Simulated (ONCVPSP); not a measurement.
## bismuth (Bi): one change to an ONCV potential, before and after

bismuth, optimised norm-conserving Vanderbilt (ONCV), made with ONCVPSP 4.0.1 (LDA (Perdew-Wang 92), fully relativistic). Core [Kr] 4d10 4f14, reference 5s2 5p6 5d10 6s2 6p3. Waves: 5s+6s: rc 1.55 bohr, ncon 4, nbas 9, qcut 10.1 1/bohr, 2 projectors; 5p+6p: rc 1.50 bohr, ncon 5, nbas 9, qcut 8.4 1/bohr, 2 projectors; 5d: rc 1.25 bohr, ncon 5, nbas 9, qcut 8.4 1/bohr, 2 projectors, debl 1.2 Ha. Local part: polynomial inside 0.85 bohr (lpopt 2, dvloc0 3 Ha). Core correction: Teter function, fcfact 2.25, rcfact 1.15.

Open shells are filled in proportion to 2j + 1.

All-electron outer shells of the reference configuration (LDA (PZ), scalar-relativistic, ld1.x):

| shell | level (eV) | outermost node (bohr) | outermost maximum (bohr) |
| --- | --- | --- | --- |
| 4d | -429.90 | 0.19 | 0.38 |
| 5s | -158.02 | 0.44 | 0.77 |
| 4f | -152.95 | – | 0.34 |
| 5p | -95.96 | 0.48 | 0.86 |
| 5d | -27.18 | 0.51 | 1.03 |
| 6s | -14.76 | 0.98 | 1.86 |
| 6p | -4.77 | 1.14 | 2.44 |

Change: scalar-relativistic.

Cutoffs: the cutoffs (Ha) at which the residual kinetic energy of the hardest occupied pseudo-wave falls to 1 and 0.1 mHa per electron; they do not see the model core or the augmentation charge, which bear on the density cutoff. Errors are all-electron minus pseudo energies relative to the spin-unpolarised reference configuration.

Question: Predict the effect on cutoff, ghosts and configuration errors.

Answer: The potential gets neither clearly harder nor softer (32 Ha and 107 Ha → 32 Ha and 108 Ha); of the 4 tests that both files solve, the error grows in 4 and shrinks in 0 by more than 15 % and 0.3 meV (median size 0.5 → 7.1 meV); neither file shows a bound ghost.

```tsv
quantity	base	changed
cutoff, loose	32 Ha	32 Ha
cutoff, tight	107 Ha	108 Ha
loose cutoff by channel	s 32 Ha, p 28 Ha, d 27 Ha	s 32 Ha, p 27 Ha, d 26 Ha
bound ghosts	none	none
GHOST(+) flags under 300 eV	none	none
error for 5s2 5p6 5d10 6s2 6p2, meV [ΔE 8.30 → 8.15 eV]	+0.4	-3.4
error for 5s2 5p6 5d10 6s2 6p1, meV [ΔE 24.04 → 23.71 eV]	+0.6	-11
error for 5s2 5p6 5d10 6s2 6p0, meV [ΔE 47.97 → 47.42 eV]	+0.3	-23
error for 5s2 5p6 5d10 6s1 6p4, meV [ΔE 9.95 → 10.18 eV]	-1.2	-2.9
s: phases at 1.57 bohr within 0.05 rad from the reference energy up to (Ha; the scan ends near 5)	to the end of the scan	to the end of the scan
rms error of d²Exc/dni dnj with the model core, mHa	5.91	3.08
```
